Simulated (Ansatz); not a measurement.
Steps of a relaxation of CH6AlClSi (`C[SiH]([AlH2])Cl`) with RKS PBE-D4/def2-SVP.

```sh
$ ansatz run in.yaml --threads 2 --pin off --events-out ev --progress --plain --max-ram 4352MiB
```

```yaml
crystal:
  periodic: [false, false, false]
  atoms:
    - {symbol: C, position_ang: [-0.910100, 1.183300, 0.022000]}
    - {symbol: Si, position_ang: [-0.384900, -0.463500, -0.536700]}
    - {symbol: Al, position_ang: [1.667400, -0.937600, 0.453800]}
    - {symbol: Cl, position_ang: [-1.709500, -1.890000, 0.045800]}
    - {symbol: H, position_ang: [-1.065200, 1.235700, 1.096500]}
    - {symbol: H, position_ang: [-0.214500, 2.006500, -0.300000]}
    - {symbol: H, position_ang: [-1.910200, 1.456200, -0.457100]}
    - {symbol: H, position_ang: [-0.199200, -0.462700, -2.005600]}
    - {symbol: H, position_ang: [1.853500, -2.191800, 1.466600]}
    - {symbol: H, position_ang: [2.956000, 0.012700, 0.217700]}
basis:
  gaussian: {orbitals: def2-SVP}
hamiltonian: {xc: pbe, dispersion: d4}
relax: {f_tol: 0.03, max_steps: 200}
```

Positions (Å) and forces (eV/Å) along the path, 5 of 5 steps:

```xyz
10
step=1 energy=-28108.7769 eV
C    -0.910    1.183    0.022   -1.386    1.978   -0.988
Si   -0.385   -0.464   -0.537    0.791   -0.015   -0.653
Al    1.667   -0.938    0.454    1.370   -0.507    0.762
Cl   -1.710   -1.890    0.046   -1.039   -0.913    0.255
H    -1.065    1.236    1.097   -0.003    0.064    0.729
H    -0.214    2.006   -0.300   -0.107   -0.458    0.207
H    -1.910    1.456   -0.457    0.675   -0.217    0.404
H    -0.199   -0.463   -2.006   -0.219   -0.038   -0.593
H     1.853   -2.192    1.467    0.005    0.140   -0.110
H     2.956    0.013    0.218   -0.088   -0.035   -0.013
10
step=2 energy=-28109.0479 eV
C    -0.997    1.239   -0.008   -0.391    0.836   -0.143
Si   -0.316   -0.419   -0.513   -0.319   -0.434   -0.379
Al    1.819   -1.031    0.519    0.234   -0.007    0.160
Cl   -1.781   -1.855   -0.003    0.043   -0.090    0.086
H    -1.140    1.312    1.083    0.018    0.011    0.208
H    -0.310    2.057   -0.324   -0.009   -0.087    0.067
H    -1.991    1.454   -0.483    0.348   -0.234    0.105
H    -0.294   -0.442   -2.025    0.167   -0.002    0.001
H     2.003   -2.287    1.508   -0.060    0.049   -0.093
H     3.091   -0.079    0.249   -0.030   -0.041   -0.013
10
step=3 energy=-28109.0739 eV
C    -0.995    1.254    0.000   -0.185    0.214    0.001
Si   -0.352   -0.439   -0.526    0.082   -0.157   -0.025
Al    1.817   -1.003    0.522   -0.054   -0.044   -0.025
Cl   -1.787   -1.905    0.017    0.125    0.128   -0.045
H    -1.138    1.324    1.097    0.021   -0.040   -0.004
H    -0.290    2.056   -0.309    0.017   -0.067   -0.006
H    -1.974    1.462   -0.482    0.026   -0.019    0.015
H    -0.258   -0.458   -2.039   -0.040   -0.014    0.074
H     1.967   -2.277    1.483    0.017    0.005    0.004
H     3.092   -0.066    0.241   -0.009   -0.006    0.010
10
step=4 energy=-28109.0781 eV
C    -1.008    1.265   -0.004   -0.030    0.065    0.017
Si   -0.340   -0.428   -0.524    0.007   -0.034    0.008
Al    1.819   -1.022    0.523   -0.018    0.029   -0.014
Cl   -1.764   -1.892    0.020    0.022    0.017   -0.009
H    -1.141    1.333    1.095    0.013   -0.023   -0.019
H    -0.308    2.066   -0.321    0.008   -0.016   -0.002
H    -1.991    1.455   -0.480    0.000   -0.018   -0.008
H    -0.254   -0.453   -2.035   -0.009   -0.001    0.026
H     1.977   -2.293    1.485   -0.008   -0.009   -0.006
H     3.093   -0.083    0.244    0.013   -0.010    0.006
10
step=5 energy=-28109.0786 eV
C    -1.011    1.268   -0.005    0.001    0.004    0.007
Si   -0.338   -0.426   -0.521   -0.006    0.015    0.002
Al    1.820   -1.020    0.522    0.003    0.014   -0.001
Cl   -1.759   -1.890    0.023    0.003   -0.006    0.006
H    -1.142    1.333    1.094    0.002   -0.003   -0.006
H    -0.310    2.068   -0.323    0.001   -0.002   -0.001
H    -1.994    1.453   -0.483   -0.001   -0.006   -0.004
H    -0.255   -0.453   -2.031    0.000   -0.003    0.000
H     1.972   -2.295    1.479   -0.007   -0.007   -0.004
H     3.101   -0.088    0.248    0.005   -0.005    0.003
```

It took 11 s on 2 threads of an Arm Neoverse V1 on a shared host, with 0.15 GiB of host memory at the peak.
